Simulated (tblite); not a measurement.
Species: C₄H₈F₂O₂Si.
Structure used (GFN2-xTB), in Å, numbered top down from 1:
```
atom  x, y, z in Å
C1     0.896    2.129    0.476
C2     0.959    0.841    0.174
O3    -0.051   -0.033   -0.028
C4    -1.384    0.432    0.156
Si5   -2.475   -1.095   -0.212
O6     2.201    0.245    0.038
C7     2.253   -1.051   -0.345
F8     3.495   -1.292   -0.788
F9     2.063   -1.891    0.703
H10    1.806    2.681    0.601
H11   -0.033    2.644    0.605
H12   -1.506    0.802    1.178
H13   -1.581    1.266   -0.524
H14   -3.863   -0.706    0.041
H15   -2.282   -1.447   -1.619
H16   -2.040   -2.176    0.666
H17    1.533   -1.337   -1.131
```

All values are computed: GFN2-xTB (tblite) harmonic vibrations without scaling, gas phase. The method is semi-empirical: single wavenumbers can be off by several per cent or more. Modes of hydrogen on silicon can be 10 to 20 % off. One conformer, not necessarily the lowest.

Harmonic wavenumbers (cm⁻¹): 33.2, 44.5, 71.6, 82.4, 95.6, 144.0, 195.9, 267.3, 353.2, 381.1, 492.2, 519.2, 540.4, 568.7, 588.5, 613.0, 673.7, 747.4, 757.1, 773.0, 784.4, 792.4, 807.7, 917.3, 952.3, 989.4, 1067.3, 1084.9, 1146.7, 1184.1, 1224.5, 1265.9, 1271.4, 1293.1, 1369.9, 1480.5, 1729.9, 2275.6, 2277.8, 2314.8, 2889.2, 2913.4, 2935.5, 3168.1, 3205.8.

A = 2039, B = 747.9, C = 586.0 MHz; mass 154.026 u (most abundant isotopes); point group C1, symmetry number 1.

**Question.** What is the zero-point energy?

**Answer.** ½Σν̃ = 24642 cm⁻¹ = 294.78 kJ/mol.

**Question.** Give the ideal-gas entropy at 500 K and 1 bar in the rigid-rotor, harmonic-oscillator model (classical rotation).

**Answer.** Translation 182.42, rotation 133.08, vibration 243.43: S = 558.9 J/(mol K).

**Question.** And Cp and H(500 K) − H(0)?

**Answer.** Cp = 243.40 J/(mol K), of which vibrations give 210.14 (their classical limit is 45 R = 374.2); H(500 K) − H(0) = 74.71 kJ/mol without the zero-point energy, 58.08 from vibrations.

**Question.** Blend soft modes into free rotors: weight 1/[1 + (100 cm⁻¹/ν̃)⁴] for the oscillator and the rest for a rotor with moment μB/(μ + B), μ = h/(8π²ν), B = 10⁻⁴⁴ kg m². What vibrational entropy results?

**Answer.** 214.97 J/(mol K) in place of 243.43, which changes −T·S at 500 K by +14.23 kJ/mol.

**Question.** What must be added to the electronic energy to get the Gibbs energy at 500 K and 1 bar?

**Answer.** ZPE + [H(500 K) − H(0)] − T·S = 294.78 + 74.71 − 279.46 = 90.03 kJ/mol.

**Question.** How do the functions run with temperature in this model?

**Answer.** 
```csv
T (K),S (J/(mol K)),Cp (J/(mol K)),H − H(0) (kJ/mol),G − H(0) (kJ/mol),ln q(vib)
100,318.0,88.4,6.39,-25.40,3.05
200,391.4,129.6,17.22,-61.06,6.44
300,452.5,174.2,32.43,-103.30,9.51
800,687.8,303.3,157.64,-392.56,23.19
1000,758.2,327.8,220.89,-537.33,27.91
```

q(vib) and H(0) count from the zero-point level.

**Question.** Which modes carry the vibrational entropy at 500 K?

**Answer.** 33.2 cm⁻¹: 27.84; 44.5 cm⁻¹: 25.41; 71.6 cm⁻¹: 21.46; 82.4 cm⁻¹: 20.30; 95.6 cm⁻¹: 19.07; 144.0 cm⁻¹: 15.70 J/(mol K); the other 39 give 113.64 together.

Hindered rotation and anharmonicity are outside this model. Other conformers, if any are populated, would add a mixing term that is left out. The structure is chiral; the term R ln 2 for an equal mix with its mirror image is left out.
